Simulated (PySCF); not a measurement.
Choosing a molecule for a target property.

Each SMILES stands for a single optimised conformer of the isolated species, non-relativistic unless stated; the electronic structure was computed with PySCF and density fitting.

The conformers computed, where there is a choice (atom-mapped SMILES and torsion angles):
- `[CH2:1]=[CH:2][P@@:3]([CH3:4])(=[Se:5])[CH:6]([CH3:7])[CH3:8]`: C1–C2–P3–C4 -130°, C2–P3–C6–C7 48°
- `[cH:1]1[cH:2][s:3][c:4]([CH:5]2[CH2:6][CH2:7]2)[cH:8]1`: S3–C4–C5–C6 -37°
- `[CH2:1]=[C:2]([CH3:3])[PH:4][CH2:5][CH2:6][CH2:7][CH3:8]`: C1–C2–P4–C5 -116°, C2–P4–C5–C6 -168°, P4–C5–C6–C7 -176°, C5–C6–C7–C8 180°
- `[OH:1][CH2:2][CH:3]1[CH2:4][CH2:5]1`: O1–C2–C3–C4 83°, H–O1–C2–C3 -52°
- `[CH3:1][C@@H:2]1[CH2:3][C:4]2([CH2:5][CH2:6]2)[C@@H:7]1[B:8]([OH:9])[OH:10]`: C4–C7–B8–O9 15°, H–O9–B8–C7 179°, H–O10–B8–C7 1°

The conformers of `CC1SCCS1`, `OB(O)[C@@H]1CC[C@H]2C[C@@H]1C2` and `C=C[C@@H]1CC[C@@H](B(O)O)C1` aren't listed.

(1) Wanted: HOMO energy between -9 eV and -7.3 eV (CAM-B3LYP/def2-SVPD) and smallest rotational constant above 0.6 GHz (PBE0-D3(BJ)/def2-SVP), at PBE0-D3(BJ)/def2-SVP geometries. Which candidate meets both?
A. `C1C(C1)c1sccc1`
B. `[H]B([H])C`
C. `C=C(C)PCCCC`
D. `C=C[P@@](C)(=[Se])C(C)C`

(2) Wanted: HOMO–LUMO gap below 8 eV (CAM-B3LYP/def2-SVPD) and vertical ionisation energy below 8.4 eV (ΔSCF CAM-B3LYP/def2-SVPD), at PBE0-D3(BJ)/def2-SVP geometries. Which candidate meets both?
A. `C1(C)SCCS1`
B. `OB(O)[C@@H]1CC[C@H]2C[C@@H]1C2`
C. `C=C[P@@](C)(=[Se])C(C)C`
D. `C=C[C@@H]1CC[C@@H](B(O)O)C1`
E. `C1=CSC(C2CC2)=C1`
F. `OCC1CC1`

(3) Wanted: lowest triplet excitation (Tamm–Dancoff) between 4 eV and 6 eV (TDA CAM-B3LYP/def2-SVPD) and electronic spatial extent ⟨r²⟩ about the centre of nuclear charge above 600 bohr² (CAM-B3LYP/def2-SVPD), at PBE0-D3(BJ)/def2-SVP geometries. Which candidate meets both?
A. `C1=CSC(C2CC2)=C1`
B. `[H]B([H])C`
C. `C=C[P@@](C)(=[Se])C(C)C`
D. `C[C@@H]1CC2(CC2)[C@@H]1B(O)O`

Results:

(1) A. Computed values:
| species | HOMO energy | smallest rotational constant |
| --- | --- | --- |
| [H]B([H])C | -10.45 eV | 19.633 GHz |
| C=C(C)PCCCC | -8.02 eV | 0.564 GHz |
| C1C(C1)c1sccc1 | -7.53 eV | 1.075 GHz |
| C=C[P@@](C)(=[Se])C(C)C | -7.08 eV | 0.704 GHz |

(2) C. Computed values:
```
                       species  HOMO–LUMO gap  vertical ionisation energy
       C=C[P@@](C)(=[Se])C(C)C        7.38 eV                     7.79 eV
              C1=CSC(C2CC2)=C1        8.22 eV                     8.16 eV
                    C1(C)SCCS1        8.72 eV                     8.68 eV
   C=C[C@@H]1CC[C@@H](B(O)O)C1        9.28 eV                     9.43 eV
OB(O)[C@@H]1CC[C@H]2C[C@@H]1C2       10.01 eV                     9.97 eV
                       OCC1CC1       10.65 eV                    10.31 eV
```

(3) C. Computed values:
```
                     species  lowest triplet excitation (Tamm–Dancoff)  electronic spatial extent ⟨r²⟩ about the centre of nuclear charge
            C1=CSC(C2CC2)=C1                                   3.54 eV                                                         1128 bohr²
     C=C[P@@](C)(=[Se])C(C)C                                   4.23 eV                                                         1774 bohr²
                  [H]B([H])C                                   5.15 eV                                                          106 bohr²
C[C@@H]1CC2(CC2)[C@@H]1B(O)O                                   6.97 eV                                                         1476 bohr²
```
